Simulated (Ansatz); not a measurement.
Worked example: C2H4Cl2Si2 + C4H9Cl → C2H5ClSi2 + C4H8Cl2

Species: C2H4Cl2Si2 `Cl[SiH2]C#C[SiH2]Cl`, singlet; C4H9Cl (1-chlorobutane) `CCCCCl`, singlet; C2H5ClSi2 `[SiH3]C#C[SiH2]Cl`, singlet; C4H8Cl2 (1,4-dichlorobutane) `ClCCCCCl`, singlet. The partners trade Cl for H: Si–Cl and C–H bonds give way to Si–H and C–Cl.

Shapes, held fixed at every level: PBE0-D4/def2-TZVP. Flexible molecules stand in one conformer, not always the lowest. Programs: Ansatz 0.2.0. Electronic energies: no zero-point or thermal term.

At CCSD(T)/CBS estimate; 1 Eh = 2625.50 kJ/mol:

```
   species   energy (Eh)
C2H4Cl2Si2  -1576.282868
    C4H9Cl   -617.418858
 C2H5ClSi2  -1117.048893
   C4H8Cl2  -1076.596202
```

Problem. Work out ΔE of the reaction at this level.

Solution. 
1. Products less reactants: (-1117.048893) + (-1076.596202) − [(-1576.282868) + (-617.418858)] = 0.056631 Eh = +148.7 kJ/mol.

Other levels give +146.2 (B3LYP-D4/def2-TZVPP) to +153.9 kJ/mol (HF/def2-TZVPP). No measured value is set beside it here. The CBS estimate extrapolates MP2 from def2-TZVPP and def2-QZVPP and adds CCSD(T) − MP2 in the triple-zeta set, cores frozen.
